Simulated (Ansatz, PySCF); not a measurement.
Pair of molecules: CH6Si (SMILES C[SiH3]) (first 8 atoms) with H2Se (SMILES [SeH2]); geometry from B3LYP-D3(BJ)/def2-TZVP.
(charge 0, multiplicity 1):
```xyz
11

C      0.57270     1.01716    -0.10419
Si    -0.09875    -0.69084     0.26970
H      0.46280     1.66526     0.76649
H      0.03744     1.47086    -0.94034
H      1.63130     0.96993    -0.36621
H      0.62640    -1.30666     1.40878
H      0.04292    -1.58702    -0.90430
H     -1.53744    -0.62673     0.62851
Se    -0.76412     1.25211     3.82345
H      0.05991     0.03883     3.72301
H     -1.83485     0.62331     3.03647
```

Basis-set superposition error: the interaction energy with monomers in their own basis, and in the dimer's basis (counterpoise).

The values were computed with Ansatz (Gaussian orbitals); PySCF for M06-2X. 

| level | uncorrected (kJ/mol) | counterpoise (kJ/mol) | difference |
|---|---|---|---|
| HF/def2-QZVPPD | 4.1 | 4.2 | 0.0 |
| SVWN5/def2-TZVPPD | -13.0 | -12.4 | 0.6 |
| PBE/def2-TZVPPD | -3.2 | -2.8 | 0.4 |
| revPBE/def2-TZVPPD | 3.2 | 3.5 | 0.3 |
| M06-2X/def2-TZVPPD | -7.7 | -7.1 | 0.5 |
| wB97X-V/def2-TZVPPD | -7.3 | -6.8 | 0.4 |
| wB97M-V/def2-TZVPPD | -7.5 | -6.9 | 0.5 |
| SCS-MP2/def2-SVPD | -8.4 | -2.8 | 5.6 |
| SCS-MP2/def2-QZVPPD | -5.1 | -4.4 | 0.7 |
| CCSD(T)/def2-SVPD | -10.5 | -4.7 | 5.9 |

The error is largest for CCSD(T)/def2-SVPD (5.9 kJ/mol) and smallest for HF/def2-QZVPPD (0.0 kJ/mol).

Ansatz is a first-principles code.
